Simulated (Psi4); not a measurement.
Relaxed torsion scan: C9H8O2S, SMILES COc1ccc(-c2ccco2)s1. Scanned: dihedral S12–C6–C7–O11; all other coordinates were relaxed at GFN2-xTB. Points at φ and −φ are mirror images.

Geometry of the scan point at 135° (Å):
```
20

C     -3.8965    -0.4766    -0.6166
O     -3.4431     0.5597     0.2219
C     -2.1145     0.6769     0.3803
C     -1.4927     1.6199     1.1450
C     -0.0903     1.4916     1.1278
C      0.3585     0.4426     0.3800
C      1.7167     0.0732     0.0737
C      2.2932    -1.1569    -0.1133
C      3.6409    -0.9122    -0.4598
C      3.7838     0.4408    -0.4743
O      2.6264     1.0475    -0.1641
S     -0.9700    -0.3911    -0.3840
H     -4.9824    -0.4090    -0.6230
H     -3.5869    -1.4550    -0.2346
H     -3.5101    -0.3567    -1.6341
H     -2.0289     2.3698     1.6950
H      0.5734     2.1424     1.6678
H      1.8118    -2.1069    -0.0022
H      4.3949    -1.6428    -0.6693
H      4.6251     1.0716    -0.6827
```

Computed with PBE-D3(BJ)/def2-SVP // GFN2-xTB in Psi4 1.11.

Scanned values (°): -165, -150, -135, -120, -105, -90, -75, -60, -45, -30, -15, 0, 15, 30, 45, 60, 75, 90, 105, 120, 135, 150, 165, 180.

**Question.** Locate the minima and the barriers on this grid.

**Answer.** Lower than their neighbours: 0° (0.3 kJ/mol), 180° (0.0 kJ/mol). Higher than their neighbours: -90° (19.0 kJ/mol), 90° (19.0 kJ/mol). The whole profile spans 19.0 kJ/mol.
